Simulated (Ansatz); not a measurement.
The same molecule with X = B, Al, Ga, In. Ansatz, PBE0-D4/def2-TZVP geometries, multiplicity 2. Each molecule was computed in one conformer, which needn't be the lowest.

Elements past krypton have def2 core potentials. Scalar relativity is left out up to krypton.

```csv
X,molecule,mean X–Br bond length / Å,mean X–O bond length / Å,size of the dipole moment (ωB97M-V/def2-TZVPP) / D,size of the dipole moment (B3LYP/def2-TZVPP) / D,zero-point energy (PBE0-D4/def2-TZVP) / kJ/mol
Al,`[OH][Al][Br]`•,2.270,1.695,2.84,2.69,37.5
Ga,`[OH][Ga][Br]`•,2.313,1.795,2.96,2.86,36.2
In,`[OH][In][Br]`•,2.503,2.003,3.55,3.46,34.4
```

(1) Give the row for X = B, `O[B]Br`•. (Best estimate.)

Answers

(1) The calculation gave: 
| X | molecule | mean X–Br bond length / Å | mean X–O bond length / Å | size of the dipole moment (ωB97M-V/def2-TZVPP) / D | size of the dipole moment (B3LYP/def2-TZVPP) / D | zero-point energy (PBE0-D4/def2-TZVP) / kJ/mol |
| --- | --- | --- | --- | --- | --- | --- |
| B | `O[B]Br`• | 1.907 | 1.331 | 2.16 | 2.13 | 46.2 |

From B to In the mean X–Br bond length rises at each step, by 0.596 Å in all; the mean X–O bond length rises at each step, by 0.672 Å in all; the zero-point energy (PBE0-D4/def2-TZVP) falls at each step, by 11.8 kJ/mol in all. Bonds lengthen as the atom grows down the group. Dipoles are sizes alone, and their direction can turn along the series.

B3LYP here is the variant with VWN-RPA as its local correlation; programs differ in this.
